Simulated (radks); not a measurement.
All-electron atom: O- in [He] 2s2 2p5.

Calculated with a radial shooting solver on a logarithmic mesh with Libxc functionals: scalar-relativistic Kohn-Sham, LB94 model potential, spin-polarised, spherical densities, point nucleus; open shells are filled with parallel spins first; Watson sphere of charge +0.73 and radius 2.94 bohr.

Energy parts (hartree; the electron-nucleus part includes the sphere):
| part | energy |
|---|---|
| kinetic | 76.07103 |
| electron-nucleus | -185.93577 |
| Hartree | 41.27618 |
(The LB94 potential has no energy functional, so no total or exchange-correlation energy is given.)

Orbitals (lengths in bohr, moments of r in powers of bohr):
orbital  occ.  eigenvalue (hartree)     <r>
1s up       1             -19.51858  0.1982
1s down     1             -19.53373  0.1982
2s up       1              -0.85767   1.186
2s down     1              -0.81312   1.199
2p up       3              -0.34085   1.397
2p down     2              -0.30430   1.443

The highest occupied level is 2p down at -8.281 eV. Spin moment in Bohr magnetons: 1. The density falls to 0.001 e/bohr^3 at r = 3.69 bohr.
